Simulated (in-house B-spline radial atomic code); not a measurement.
Rb⁺. Computed with a B-spline radial atomic code. Model: non-relativistic spherical atom: semilocal Troullier-Martins pseudo-atom, one channel per l, against all electrons, high spin, G0W0 and RPA with empty states to l = 8, local potential for every l without a channel, a model core (radius 0 = none) keeps its share of the functional.

A spurious bound state in the pseudo-atom.

The core holds an angular momentum without a channel of its own, so the local potential lets valence electrons into it.

Without relativity these are model numbers for so heavy an element.

What the tables leave out is listed at the end.

The pseudopotential gives back the lowest level of each angular momentum of its own functional in the configuration it was made in; a second state of the same l is only approximately right. Exact exchange, RPA and GW see the smooth pseudo-orbitals and miss the exchange with the core, for which the functional's share stands in. The column with an uncorrelated core keeps all orbitals and exact exchange, and so separates missing core correlation from pseudisation. Only the three outermost levels and the lowest empty one were computed. RPA here is direct RPA, with no exchange kernel, and its energies carry an (l + 1/2)⁻⁴ tail. A hybrid on a potential with a model core restores only its own semilocal share of the core's exchange.

Command:
```bash
python run_psgw.py task.json out
```
Settings (lengths in bohr, energies in hartree):
```
Z                      37
electrons              36
configuration          [Ar] 3d10 4s2 4p6
generated_in           [Kr] 5s1
functional             pbe,pbe
core_shells            6
radius_factor          0.8
core_correction        True
```

Run time, properties included: 23 s on 1 thread of Arm Neoverse N1 (shared host).

Given: made with PBE; model core radius 0.953 bohr; local radius 1.05 bohr; mean-field start PBE.

Valence shells of the generating configuration: 4s, 4p, 5s.

Channel: s 1.03, p 1.161 (radii in bohr).

Computed: largest level miss in the spin-unpolarised generating configuration 0.03 eV; valence RPA correlation energy pseudo -0.56319 hartree; all-electron RPA polarisability, core included 8.5489 bohr³; pseudo-atom RPA polarisability 9.4267 bohr³.

```csv
level,occupied,mean-field all-electron (eV),mean-field pseudo minus all (eV),G0W0 all-electron (eV),G0W0 uncorrelated core minus all (eV),G0W0 pseudo minus all (eV),exchange self-energy all-electron (eV),exchange self-energy pseudo (eV)
4p,1,-21.65,-0.054,-27.431,0.213,-0.232,-24.641,-20.789
```

(1) What is the valence RPA correlation energy all-electron orbitals?

Given: mean-field start PBE0.

Computed: valence RPA correlation energy all-electron orbitals -0.35961 hartree; all-electron RPA polarisability, core included 7.7281 bohr³; pseudo-atom RPA polarisability 8.5072 bohr³.

```json
{"level": "4p", "occupied": "1", "mean-field all-electron (eV)": "-23.384", "mean-field pseudo minus all (eV)": "-0.006", "G0W0 all-electron (eV)": "-27.611", "G0W0 uncorrelated core minus all (eV)": "0.211", "G0W0 pseudo minus all (eV)": "-0.203", "exchange self-energy all-electron (eV)": "-24.595", "exchange self-energy pseudo (eV)": "-20.736"}
```

(2) What is the valence RPA correlation energy pseudo?

Answers

(1) -0.38562 hartree.

(2) -0.48873 hartree.

Among the listed levels the largest G0W0 shift of the pseudo-atom is -0.23 eV, for 4p on the PBE start, while leaving the core uncorrelated moves that level by +0.21 eV.  Not in the tables (levels of low weight, unsolved or above zero; the highest and the empty levels are kept at any weight): on PBE the pseudo-atom's empty level 4d at -13.2 eV, below the lowest empty all-electron level, a spurious state that also inflates its RPA energy and polarisability; on PBE the G0W0 levels 4s (pseudo minus all +5.73 eV, weights 0.25 and 0.36); on PBE0 the pseudo-atom's empty level 4d at -10.8 eV, below the lowest empty all-electron level, a spurious state that also inflates its RPA energy and polarisability; on PBE0 the G0W0 levels 4s (pseudo minus all +4.42 eV, weights 0.43 and 0.22); no Hartree-Fock pseudo-atom is run with a model core.
